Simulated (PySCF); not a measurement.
**Se(29+): ionisation energy**

Se(29+) [He] 2s2 2p1 (2P) → Se(30+) [He] 2s2 (1S), as a difference of total energies. All numbers are calculated (PySCF 2.14, scalar relativity by spin-free X2C-1e, in an even-tempered Gaussian basis (17 s from 8.1 bohr⁻², ratio 2.5; 10 p from 11 bohr⁻², ratio 2.5; 5 d from 43 bohr⁻², ratio 2.7; 4 f from 64 bohr⁻², ratio 2.7)). Correlated levels: nothing frozen; virtual orbitals above 40 to 60 times the deepest correlated orbital energy dropped. The calculations carry no spin-orbit coupling.

```
                 method  ionisation energy (eV)
                    UHF                  3274.3
    MP2 (all electrons)                  3273.6
SCS-MP2 (all electrons)                  3273.3
   CCSD (all electrons)                  3272.3
CCSD(T) (all electrons)                  3272.4
```

A first-order spin-orbit estimate (lowest level to lowest level, LS coupling) adds 31.720 eV.

For this ion Breit and QED terms and the two-electron picture change, all absent here, outweigh the differences among the correlated methods.

For comparison: 3301.8 ± 2.1 eV (semi-empirical (NIST evaluation); NIST Atomic Spectra Database, ionization energies).
